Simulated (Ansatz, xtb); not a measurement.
# Relative energy of two isomers of C6H9PS

Structure a: `CCC1=PC=C(C)S1`, a singlet. Structure b: `CP(C)c1cccs1`, a singlet. Both are isolated molecules in the gas phase, relaxed with PBE-D3(BJ)/def2-SVP; the shapes shown needn't be the lowest conformers.

a (Å):

```xyz
17

C     1.8682   -1.6466   -1.8654
C     0.3724   -1.7558   -2.1996
C    -0.5282   -1.0455   -1.2200
C    -2.0971    0.5042    0.0998
C    -1.7326   -0.4555    1.0214
C    -2.1731   -0.5560    2.4549
P    -1.4395    0.3931   -1.5535
S    -0.6451   -1.6661    0.3962
H     2.1863   -0.5854   -1.8330
H     2.4835   -2.1720   -2.6235
H     2.0922   -2.0934   -0.8752
H     0.1807   -1.3248   -3.2045
H     0.0832   -2.8283   -2.2671
H    -2.7848    1.3139    0.3931
H    -2.7241   -1.4989    2.6536
H    -1.3133   -0.5236    3.1560
H    -2.8447    0.2885    2.7007
```

b (Å):

```xyz
17

C    -1.0423    0.6478    2.6212
C     1.1720   -0.6583    1.4131
C    -0.8922    0.4321   -0.2097
C    -1.0731    1.1894   -1.3608
C    -1.9490    0.5858   -2.3135
C    -2.4351   -0.6351   -1.8838
P     0.1601    0.8984    1.2149
S    -1.8255   -1.0485   -0.3191
H    -1.8311    1.4235    2.5652
H    -0.5021    0.7730    3.5815
H    -1.5217   -0.3529    2.6043
H     1.8609   -0.7540    0.5510
H     1.7820   -0.5744    2.3353
H     0.5466   -1.5729    1.4757
H    -0.5778    2.1604   -1.5033
H    -2.2128    1.0336   -3.2817
H    -3.1208   -1.3159   -2.4042
```

Quicker runs give these differences E(b) − E(a): GFN2-xTB +10.30 kJ/mol; HF/STO-3G −20.81 kJ/mol (at GFN2-xTB geometries); r2SCAN-D4/def2-SVP +7.58 kJ/mol (at GFN2-xTB geometries).

Task: Estimate E(b) − E(a) at the level CCSD(T)/def2-SVP + ΔMP2/def2-TZVPP.

Result: Too close to call at this level: CCSD(T)/def2-SVP + ΔMP2/def2-TZVPP gives E(b) − E(a) = −1.81 kJ/mol.

How the difference moves with the method:

```json
{"level": "GFN2-xTB", "geometry": "GFN2-xTB", "E(b) − E(a) (kJ/mol)": "+10.30", "departure from the last row (kJ/mol)": "+12.11", "job, with rough time for the two": "optimisation, 1.3 s"}
{"level": "HF/STO-3G", "geometry": "GFN2-xTB", "E(b) − E(a) (kJ/mol)": "−20.81", "departure from the last row (kJ/mol)": "−19.00", "job, with rough time for the two": "single point, 0.64 s"}
{"level": "r2SCAN-D4/def2-SVP", "geometry": "GFN2-xTB", "E(b) − E(a) (kJ/mol)": "+7.58", "departure from the last row (kJ/mol)": "+9.39", "job, with rough time for the two": "single point, 6.1 s"}
{"level": "PBE-D3(BJ)/def2-SVP", "geometry": "PBE-D3(BJ)/def2-SVP", "E(b) − E(a) (kJ/mol)": "+6.17", "departure from the last row (kJ/mol)": "+7.97", "job, with rough time for the two": "optimisation, 39 s"}
{"level": "HF/def2-SVP", "geometry": "PBE-D3(BJ)/def2-SVP", "E(b) − E(a) (kJ/mol)": "−6.66", "departure from the last row (kJ/mol)": "−4.85", "job, with rough time for the two": "part of the CCSD(T) run"}
{"level": "MP2/def2-SVP", "geometry": "PBE-D3(BJ)/def2-SVP", "E(b) − E(a) (kJ/mol)": "+22.05", "departure from the last row (kJ/mol)": "+23.86", "job, with rough time for the two": "part of the CCSD(T) run"}
{"level": "CCSD(T)/def2-SVP", "geometry": "PBE-D3(BJ)/def2-SVP", "E(b) − E(a) (kJ/mol)": "+19.51", "departure from the last row (kJ/mol)": "+21.32", "job, with rough time for the two": "single point"}
{"level": "CCSD(T)/def2-SVP + ΔMP2/def2-TZVPP", "geometry": "PBE-D3(BJ)/def2-SVP", "E(b) − E(a) (kJ/mol)": "−1.81", "departure from the last row (kJ/mol)": "", "job, with rough time for the two": "single point, 2.7 min"}
```

As drawn, b has 2 C–P, 3 C∷C, 2 C∷S in place of 3 C–C, 1 C=P, 1 C=C, 2 C–S (∷ is an aromatic bond). Structure a has a 5-membered ring, b a 5-membered ring (with an aromatic ring).

The largest departure from CCSD(T)/def2-SVP + ΔMP2/def2-TZVPP is that of MP2/def2-SVP, 23.86 kJ/mol. The last row adds to CCSD(T) the change of the MP2 difference between the two basis sets, here −21.32 kJ/mol, a large step that makes the value less sure.

With thermal terms from frequencies at re-optimised GFN2-xTB minima (ideal gas, soft modes damped towards free rotors, one conformer each, 298.15 K, 1 atm): the zero-point term adds −8.12 kJ/mol; ΔH is −9.81 and ΔG −8.71 kJ/mol.

The correlated steps freeze 16 core orbitals. Codes used: Ansatz 0.2.0, xtb 6.7.1; the last row on 4 threads of Arm Neoverse V1 on a shared host.
